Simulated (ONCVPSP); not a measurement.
**bismuth (Bi): one change to an ONCV potential, before and after**

```
Element                 : bismuth
Generator               : ONCVPSP 4.0.1
Type                    : optimised norm-conserving Vanderbilt (ONCV)
Functional              : PBE
Relativity              : scalar-relativistic
Frozen core             : [Xe] 4f14 5d10
Valence charge          : 5
Reference configuration : 6s2 6p2.75 (charge +0.25)
Partial waves           : 6s: rc 1.75 bohr, ncon 4, nbas 9, qcut 3 1/bohr, 3 projectors, debl 2.3 Ha; 6p: rc 2.60 bohr, ncon 4, nbas 9, qcut 3.1 1/bohr, 3 projectors, debl 1 Ha
Local potential         : polynomial inside 1.45 bohr (lpopt 3, dvloc0 6 Ha)
Core correction         : Teter function, fcfact 2.5, rcfact 1.55
```

Change: s: nproj 2.

Cutoffs: the cutoffs (Ha) at which the residual kinetic energy of the hardest occupied pseudo-wave falls to 1 and 0.1 mHa per electron; they do not see the model core or the augmentation charge, which bear on the density cutoff. Errors are all-electron minus pseudo energies relative to the spin-unpolarised reference configuration.

Problem. What does the change do?

Solution. The potential gets neither clearly harder nor softer (22 Ha and 64 Ha → 22 Ha and 64 Ha); the bound ghost in s disappears; the errors of the 4 common tests hardly move; the range in which the s phases agree narrows (upper end at the end of the scan → 3.2).

```csv
quantity,base,changed
"cutoff, loose",22 Ha,22 Ha
"cutoff, tight",64 Ha,64 Ha
bound ghosts,s,none
GHOST(+) flags under 300 eV,"p at 147.1 eV, s at 181.9 eV","s at 97.1 eV, p at 147.1 eV"
"error for 6s2 6p3, meV [ΔE -1.34 eV]",-0.9,-0.9
"error for 6s2 6p2, meV [ΔE 6.57 eV]",-25,-25
"error for 6s2 6p1, meV [ΔE 21.82 eV]",-172,-172
"error for 6s1 6p3, meV [ΔE 17.39 eV]",-42,-42
s: phases at 1.77 bohr within 0.05 rad from the reference energy up to (Ha; the scan ends near 5),to the end of the scan,3.2
p: phases at 2.65 bohr within 0.05 rad from the reference energy up to (Ha; the scan ends near 5),4.8,4.8
"rms error of d²Exc/dni dnj with the model core, mHa",1.83,1.83
```

 A true bound ghost makes a file unfit for plane-wave use even where its test errors are small: the radial tests pick states by their node count and pass the ghost by.
